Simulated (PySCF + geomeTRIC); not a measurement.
The multiplicity is imposed and other spin states were not computed.

These are TPSS-D3(BJ)/def2-SVP (PySCF + geomeTRIC) values and carry that method's errors. fastk is a local helper that only speeds up exchange builds. No frequencies were computed at this level.

```python
import json, numpy as np
from pyscf import gto, dft
from fastk import lowrank_exchange
atoms = """
Zr    -0.078342     0.026513    -0.059161
F     -0.433017     1.765010     0.422893
F      0.568293    -0.167943    -1.769305
F     -1.401291    -1.168596     0.390346
Br     1.815152    -0.614322     1.370764
"""
def scf(charge, spin, dm0=None):
    mol = gto.M(atom=atoms, basis='def2-svp', ecp={'Zr': 'def2-svp'}, charge=charge, spin=spin, verbose=3, max_memory=3780)
    mf = dft.KS(mol, xc='tpss').density_fit(auxbasis="def2-universal-jkfit")
    mf.disp = 'd3bj'
    mf.grids.level = 3
    mf.conv_tol = 1e-8
    mf.max_cycle = 120
    mf.level_shift = 0.25
    mf.kernel(dm0)
    if not mf.converged:
        mf = mf.newton().run(mf.mo_coeff, mf.mo_occ).undo_soscf()
    return mf
mf = scf(0, 0)
from pyscf.geomopt.geometric_solver import kernel as optimize
path = []
done, mol = optimize(mf, maxsteps=120, assert_convergence=False, callback=lambda env: path.append((env["energy"], bool(env["g_scanner"].converged))))
res = dict(converged=bool(done and path[-1][1]), energy=path[-1][0], path=[e for e, c in path], xyz=mol.atom_coords(unit="Angstrom").tolist(), nao=mol.nao)
json.dump(res, open("result.json", "w"))
```

Output:

```
converged SCF energy = -2920.45389725469
Geometry optimization cycle 1
converged SCF energy = -2920.45389725428
cycle 1: E = -2920.45389725  dE = -2920.45  norm(grad) = 0.0890779
Geometry optimization cycle 2
converged SCF energy = -2920.46195079297
cycle 2: E = -2920.46195079  dE = -0.00805354  norm(grad) = 0.0392909
Geometry optimization cycle 3
converged SCF energy = -2920.46509486528
cycle 3: E = -2920.46509487  dE = -0.00314407  norm(grad) = 0.00939328
Geometry optimization cycle 4
converged SCF energy = -2920.46552277497
cycle 4: E = -2920.46552277  dE = -0.00042791  norm(grad) = 0.00464706
Geometry optimization cycle 5
converged SCF energy = -2920.46561925627
cycle 5: E = -2920.46561926  dE = -9.64813e-05  norm(grad) = 0.0024939
Geometry optimization cycle 6
converged SCF energy = -2920.46564117222
cycle 6: E = -2920.46564117  dE = -2.19159e-05  norm(grad) = 0.000302543
Geometry optimization cycle 7
converged SCF energy = -2920.46564442531
cycle 7: E = -2920.46564443  dE = -3.25309e-06  norm(grad) = 0.000496744
Geometry optimization cycle 8
converged SCF energy = -2920.46562642954
cycle 8: E = -2920.46562643  dE = 1.79958e-05  norm(grad) = 0.00642956
Geometry optimization cycle 9
converged SCF energy = -2920.46568105666
cycle 9: E = -2920.46568106  dE = -5.46271e-05  norm(grad) = 0.00348656
Geometry optimization cycle 10
converged SCF energy = -2920.46566607119
cycle 10: E = -2920.46566607  dE = 1.49855e-05  norm(grad) = 0.00120206
Geometry optimization cycle 11
converged SCF energy = -2920.46567125714
cycle 11: E = -2920.46567126  dE = -5.18595e-06  norm(grad) = 0.000521129
Geometry optimization cycle 12
converged SCF energy = -2920.46566880222
cycle 12: E = -2920.4656688  dE = 2.45493e-06  norm(grad) = 0.000356451
Geometry optimization cycle 13
converged SCF energy = -2920.46567141146
cycle 13: E = -2920.46567141  dE = -2.60925e-06  norm(grad) = 0.000374212
<class 'geometric.internal.Distance'> : 4
<class 'geometric.internal.Angle'> : 6
<class 'geometric.internal.TranslationX'> : 1
<class 'geometric.internal.TranslationY'> : 1
<class 'geometric.internal.TranslationZ'> : 1
<class 'geometric.internal.RotationA'> : 1
<class 'geometric.internal.RotationB'> : 1
<class 'geometric.internal.RotationC'> : 1
Step    0 : Gradient = 3.984e-02/4.682e-02 (rms/max) Energy = -2920.4538972543
Step    1 : Displace = 1.019e-01/1.387e-01 (rms/max) Trust = 1.000e-01 (=) Grad = 1.757e-02/2.199e-02 (rms/max) E (change) = -2920.4619507930 (-8.054e-03) Quality = 0.485
Step    2 : Displace = 3.209e-02/3.907e-02 (rms/max) Trust = 1.000e-01 (=) Grad = 4.201e-03/5.511e-03 (rms/max) E (change) = -2920.4650948653 (-3.144e-03) Quality = 1.264
Step    3 : Displace = 2.400e-02/2.713e-02 (rms/max) Trust = 1.414e-01 (+) Grad = 2.078e-03/3.566e-03 (rms/max) E (change) = -2920.4655227750 (-4.279e-04) Quality = 1.150
Step    4 : Displace = 1.342e-02/1.517e-02 (rms/max) Trust = 2.000e-01 (+) Grad = 1.115e-03/1.413e-03 (rms/max) E (change) = -2920.4656192563 (-9.648e-05) Quality = 1.304
Step    5 : Displace = 7.938e-03/1.060e-02 (rms/max) Trust = 2.828e-01 (+) Grad = 1.353e-04/1.615e-04 (rms/max) E (change) = -2920.4656411722 (-2.192e-05) Quality = 0.958
Step    6 : Displace = 1.060e-03/1.297e-03 (rms/max) Trust = 3.000e-01 (+) Grad = 2.222e-04/3.373e-04 (rms/max) E (change) = -2920.4656444253 (-3.253e-06) Quality = 1.024
Step    7 : Displace = 1.359e-02/1.606e-02 (rms/max) Trust = 3.000e-01 (=) Grad = 2.875e-03/4.054e-03 (rms/max) E (change) = -2920.4656264295 (+1.800e-05) Quality = -0.300
Step    8 : Displace = 7.204e-03/8.808e-03 (rms/max) Trust = 6.795e-03 (-) Grad = 1.558e-03/2.208e-03 (rms/max) E (change) = -2920.4656810567 (-5.463e-05) Quality = 1.433
Step    9 : Displace = 1.007e-02/1.254e-02 (rms/max) Trust = 9.610e-03 (+) Grad = 5.178e-04/6.782e-04 (rms/max) E (change) = -2920.4656660712 (+1.499e-05) Quality = -0.250
Step   10 : Displace = 1.281e-03/1.716e-03 (rms/max) Trust = 4.805e-03 (-) Grad = 1.924e-04/2.731e-04 (rms/max) E (change) = -2920.4656712571 (-5.186e-06) Quality = 3.335
Step   11 : Displace = 1.243e-03/1.930e-03 (rms/max) Trust = 6.795e-03 (+) Grad = 6.797e-05/1.028e-04 (rms/max) E (change) = -2920.4656688022 (+2.455e-06) Quality = -2.510
Step   12 : Displace = 5.778e-04/8.786e-04 (rms/max) Trust = 6.213e-04 (x) Grad = 8.823e-05/1.300e-04 (rms/max) E (change) = -2920.4656714115 (-1.543e-07) Quality = 0.304
Converged! =D
```

Cost: roughly 5 core-minutes.
